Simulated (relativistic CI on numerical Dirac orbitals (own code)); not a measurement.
## Forbidden transitions in Rh28+

Method of calculation: Dirac-Coulomb-Breit CI, KLI orbitals optimised for each configuration, a model potential for QED, unscaled Slater integrals (own radial code, finite nucleus).

Configuration list (outside the closed core [Ne]): 3s²3p⁵, 3s3p⁶, 3s²3p⁴3d, 3s3p⁵3d, 3p⁶3d, 3s3p⁴3d², 3s²3p³3d4p, 3p⁶4s, 3s²3p⁴4s, 3s3p⁴3d4s, 3p⁶4p, 3s²3p⁴4p, 3s²3p⁴4d, 3s3p⁵4s, 3p⁵3d4p, 3s²3p⁴4f, 3s3p⁵4p, 3s3p⁵4d, 3s3p⁵4f, 3s²3p⁴5s, 3s²3p⁴5p, 3s²3p⁴5d, 3s²3p³4s4p, 3s²3p⁴5f, 3s²3p⁴5g, 3s3p⁴4s², 3s3p⁵5s, 3s3p⁵5p, 3s²3p³3d², 3s²3p²3d³, 3s3p³3d³, 3s²3p²3d²4s, 3s²3p²3d²4p, 3s²3p²3d²4d, 3p⁵3d², 3p⁴3d³, 3p⁴3d²4s, 3p⁴3d²4p, 3p⁴3d²4d, 3s²3p³3d4s, 3s3p³3d²4s, 3s²3p²3d4s², 3s²3p²3d4s4p, 3s²3p²3d4s4d, 3p⁵3d4s, 3p⁴3d4s², 3p⁴3d4s4p, 3p⁴3d4s4d, 3s²3p³4s², 3s3p³3d4s², 3s²3p²4s²4p, 3s²3p²4s²4d, 3s²3p³4p², 3s²3p²3d4p², 3s3p³3d4p², 3s²3p²4s4p², 3s²3p²4p³, 3s²3p²4p²4d. Double excitations out of closed p, d and f shells are left out; levels of such configurations are missing from the list, as are those of other unlisted configurations, and high levels can miss mixing partners. These lack a partner that the ground configuration has and come out too high: 3s²3p⁴4f, 3s3p⁵4p, 3s3p⁵4d, 3s3p⁵4f, 3s²3p⁴5s.

```
λ vac (nm)                   Lower                    Upper  Type   A (s⁻¹)  E lower (eV)  E upper (eV)
    9.4448       3s²3p⁵ ²P°3/2 [1]       3s²3p⁴3d ²F7/2 [8]    M2  9.14e+02         0.000       131.272
    9.8716       3s²3p⁵ ²P°3/2 [1]       3s²3p⁴3d ⁴D7/2 [7]    M2  6.79e+02         0.000       125.597
    22.924      3s²3p⁴3d ⁴D5/2 [5]      3s²3p⁴3d ²F7/2 [24]    M1  5.62e+03       122.188       176.273
    24.466      3s²3p⁴3d ⁴D7/2 [7]      3s²3p⁴3d ²F7/2 [24]    M1  2.70e+04       125.597       176.273
    27.552      3s²3p⁴3d ²F7/2 [8]      3s²3p⁴3d ²F7/2 [24]    M1  3.40e+04       131.272       176.273
    27.954      3s²3p⁴3d ⁴F9/2 [9]      3s²3p⁴3d ²F7/2 [24]    M1  1.37e+05       131.920       176.273
    29.880      3s²3p⁴3d ⁴D7/2 [7]      3s²3p⁴3d ²G9/2 [22]    M1  1.65e+04       125.597       167.090
    31.586      3s²3p⁴3d ⁴D5/2 [5]      3s²3p⁴3d ²F7/2 [19]    M1  3.05e+04       122.188       161.441
    34.463  3s²3p³3d² ⁶F°11/2 [49]   3s²3p³3d² ⁴H°13/2 [93]    M1  3.46e+04       259.000       294.975
    34.590      3s²3p⁴3d ⁴D7/2 [7]      3s²3p⁴3d ²F7/2 [19]    M1  1.13e+05       125.597       161.441
    34.615      3s²3p⁴3d ²F7/2 [8]      3s²3p⁴3d ²G9/2 [22]    M1  1.68e+04       131.272       167.090
    35.252      3s²3p⁴3d ⁴F9/2 [9]      3s²3p⁴3d ²G9/2 [22]    M1  1.40e+05       131.920       167.090
    36.011      3s²3p⁴3d ⁴D7/2 [7]      3s²3p⁴3d ⁴F7/2 [17]    M1  5.11e+03       125.597       160.026
    38.302       3s²3p⁵ ²P°3/2 [1]        3s²3p⁵ ²P°1/2 [2]    M1  3.18e+05         0.000        32.370
    39.590     3s²3p⁴3d ²D5/2 [12]      3s²3p⁴3d ²F7/2 [24]    M1  1.56e+04       144.956       176.273
    41.097      3s²3p⁴3d ²F7/2 [8]      3s²3p⁴3d ²F7/2 [19]    M1  1.50e+04       131.272       161.441
    41.999      3s²3p⁴3d ⁴F9/2 [9]      3s²3p⁴3d ²F7/2 [19]    M1  2.12e+04       131.920       161.441
    42.515     3s²3p⁴3d ²F5/2 [14]      3s²3p⁴3d ²F7/2 [24]    M1  1.48e+04       147.110       176.273
    42.578  3s²3p³3d² ⁴G°11/2 [66]  3s²3p³3d² ²I°13/2 [110]    M1  2.89e+04       277.048       306.167
    43.120      3s²3p⁴3d ²F7/2 [8]      3s²3p⁴3d ⁴F7/2 [17]    M1  8.38e+04       131.272       160.026
    44.113      3s²3p⁴3d ⁴F9/2 [9]      3s²3p⁴3d ⁴F7/2 [17]    M1  1.00e+05       131.920       160.026
    66.984  3s²3p³3d² ⁴H°11/2 [82]  3s²3p³3d² ²I°13/2 [110]    M1  2.21e+03       287.658       306.167
    82.015     3s²3p⁴3d ²F5/2 [18]      3s²3p⁴3d ²F7/2 [24]    M1  9.23e+03       161.155       176.273
    82.274     3s²3p⁴3d ²D5/2 [12]      3s²3p⁴3d ⁴F7/2 [17]    M1  1.71e+04       144.956       160.026
    95.534  3s²3p³3d² ⁴G°11/2 [90]  3s²3p³3d² ²I°13/2 [110]    M1  4.06e+03       293.189       306.167
    95.997     3s²3p⁴3d ²F5/2 [14]      3s²3p⁴3d ⁴F7/2 [17]    M1  1.11e+04       147.110       160.026
    110.78  3s²3p³3d² ⁴H°13/2 [93]  3s²3p³3d² ²I°13/2 [110]    M1  1.48e+03       294.975       306.167
    136.48      3s²3p⁴3d ⁴D5/2 [5]       3s²3p⁴3d ²F7/2 [8]    M1  4.32e+02       122.188       131.272
    169.43  3s²3p³3d² ⁴H°11/2 [82]   3s²3p³3d² ⁴H°13/2 [93]    M1  4.01e+03       287.658       294.975
    196.08      3s²3p⁴3d ⁴D7/2 [7]       3s²3p⁴3d ⁴F9/2 [9]    M1  1.13e+03       125.597       131.920
    218.45      3s²3p⁴3d ⁴D7/2 [7]       3s²3p⁴3d ²F7/2 [8]    M1  4.40e+02       125.597       131.272
    363.70      3s²3p⁴3d ⁴D5/2 [5]       3s²3p⁴3d ⁴D7/2 [7]    M1  3.49e+02       122.188       125.597
```

Terms are leading LS components. Brackets give the number of a level in order of energy, since labels repeat. The list gives strong lines, with weight on those to low levels, among the lowest 400 of 10102 levels, so that lines to higher ones, which can be the strongest, are missing. Levels whose partners in the same complex of configurations lie outside the list can be far off, and so can their lines. Rates are taken at the computed energies, electric ones in the length gauge.

At this charge energies of transitions that change n are usually good to better than 1 %, and those within a shell (Δn = 0) to a few per cent.

LS names give the leading component of a level, which can be under half, so a name can repeat, a term be missing and a line seem to break the LS rules.
